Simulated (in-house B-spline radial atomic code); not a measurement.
A run on an ion of nuclear charge 69 with 69.3 electrons that did not converge. Method: scalar-relativistic (X2C) RPBE, spin-polarised, spherical fractional occupations, Fermi nucleus of rms radius 5.2256 fm; computed with an all-electron radial atomic-structure program (B-spline basis).

Command:
```bash
python run_scf.py task.json out
```
Settings (nuclear radius in fm, mass in u):
```
Z                69
configuration    [Xe] 4f13.3 6s2
hamiltonian      x2c
method           rpbe,pbe
spin_polarised   True
nucleus          fermi
rms_radius       5.2256
atomic_mass      168.93422
speed_of_light   137.035999084
```

First and last ten iterations of the last attempt (damped for 15 steps, keeping 80 % of the old Fock matrix, then DIIS):
```
 iter        energy (Eh)    residual
    1      -13566.513328    5.14e-01
    2      -13461.477106    9.85e-01
    3      -13560.030927    4.94e-01
    4      -13565.888905    2.09e-01
    5      -13567.486312    7.22e-02
    6      -13567.768065    4.02e-02
    7      -13567.822355    2.86e-02
    8      -13567.846512    2.08e-02
    9      -13567.860255    1.58e-02
   10      -13567.868146    1.20e-02
  111      -13565.572786    2.12e-01
  112      -13566.570805    1.53e-01
  113      -13566.997939    1.28e-01
  114      -13567.709109    4.89e-02
  115      -13469.354681    8.71e-01
  116      -13469.803759    8.68e-01
  117      -13469.675047    8.70e-01
  118      -13469.981675    8.66e-01
  119      -13470.100421    8.64e-01
  120      -13567.876005    1.05e-02
 not converged after 120 iterations
```

The smallest residual met was 3.0e-03; the threshold is about 7e-07. No energy from this run should be used. The likely cause: this method binds the added charge weakly or not at all at the basis-set limit, so charge moves back and forth between the atom and the box. Cost of the run: 2.2 s on 1 thread of Intel(R) Xeon(R) 6975P-C, with other jobs on the host.
